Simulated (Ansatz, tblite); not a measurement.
Cost and result up the ladder for SnEtH3 (C2H8Sn) (11 atoms). The state is a singlet with charge 0. Geometry: PBE0-D4/def2-SVP.

```xyz
11

Sn    1.523    0.148   -0.540
C    -0.383    0.592    0.382
C    -1.375   -0.560    0.320
H    -0.781    1.489   -0.120
H    -0.174    0.884    1.424
H    -2.332   -0.297    0.801
H    -1.604   -0.850   -0.718
H    -0.994   -1.459    0.831
H     1.280   -0.324   -2.173
H     2.287   -1.144    0.295
H     2.552    1.521   -0.503
```

Ansatz on 4 threads of Arm Neoverse V2 on a shared host; xTB runs through tblite on one thread. Times are rough, summed over both states, and most runs start from the orbitals of an earlier one. PBE0-D4/def2-TZVP serves as the yardstick here, not as an exact answer. The other state is a doublet.

In the def2 sets Sn takes a core potential; there is no spin–orbit coupling. The xTB rows come from tblite.

Raw xTB energies of ions are shifted by several eV.

| level | functions | wall time | vertical IE (eV) | difference from PBE0-D4/def2-TZVP (eV) |
| --- | --- | --- | --- | --- |
| GFN2-xTB | 25 | 0.005 s | 13.98 | 4.20 |
| GFN1-xTB | 33 | 0.008 s | 14.66 | 4.88 |
| PBE-D4/def2-TZVP (with forces) | 160 | 3.7 s | 9.63 | -0.15 |
| PBE0-D4/def2-TZVP | 160 | 4.2 s | 9.78 | 0.00 |
| r2SCAN-D4/def2-TZVP | 160 | 6.6 s | 9.64 | -0.14 |
